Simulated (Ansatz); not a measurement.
Total energies of AlH7O2Si2 (`O[SiH]([SiH3])[O][AlH2]`).

Cartesian coordinates in Å:
```
O 0.4136 -1.4551 -1.6191
Si -0.4450 -0.3425 -0.7621
Si -0.9227 -1.3706 1.2873
O 0.4035 1.0235 -0.5333
Al 1.3176 2.3347 -0.0011
H 0.5606 -1.2852 -2.5511
H -1.6731 0.0313 -1.5223
H 0.3391 -1.7048 2.0043
H -1.7120 -2.6180 1.1000
H -1.7108 -0.4411 2.1439
H 1.1305 2.8173 1.4908
H 2.2987 3.0104 -1.0373
```

The species carries charge 0 and has multiplicity 1. The geometry is a stationary point of PBE0-D4/def2-TZVP. It is one conformer, not always the lowest. Basis def2-TZVPP, Ansatz 0.2.0.

RPA on PBE orbitals: Hartree–Fock energy of these orbitals -973.76186 Eh, correlation -1.37174 Eh (frozen core).

```
functional  energy without D4 (Eh)  D4 term (kJ/mol)
       PBE              -975.68656             -27.1
     BHLYP              -976.23764             -36.5
```

(1) Give the same for LDA (SPW92), revPBE, BLYP, r2SCAN, B97M-V, PBE0, B3LYP, r2SCANh, r2SCAN0, HSE06 (plane-wave form), CAM-B3LYP, LC-ωPBE, ωB97X-V, ωB97M-V, B2PLYP, PBE-QIDH. (Best estimate.)

B3LYP takes the VWN-RPA correlation (the form of Gaussian; ORCA's B3LYP/G). HSE06 is the plane-wave form, built on full-range PBE exchange. The double hybrids freeze the cores in their second-order part.

Results:

(1) The calculation gave: 
```csv
functional,energy without D4 (Eh),D4 term (kJ/mol)
LDA (SPW92),-971.79891,–
revPBE,-976.06529,-71.9
BLYP,-976.26563,-57.6
r2SCAN,-976.14690,-6.8
B97M-V,-976.05819,–
PBE0,-975.77389,-23.3
B3LYP,-976.37654,-43.7
r2SCANh,-976.13302,-7.4
r2SCAN0,-976.11351,-8.2
HSE06 (plane-wave form),-975.74718,-22.0
CAM-B3LYP,-976.27695,-24.2
LC-ωPBE,-975.95077,–
ωB97X-V,-976.12190,–
ωB97M-V,-976.18684,–
B2PLYP,-975.84818,–
PBE-QIDH,-975.50187,–
```

LC-ωPBE has ω = 0.4 bohr⁻¹.
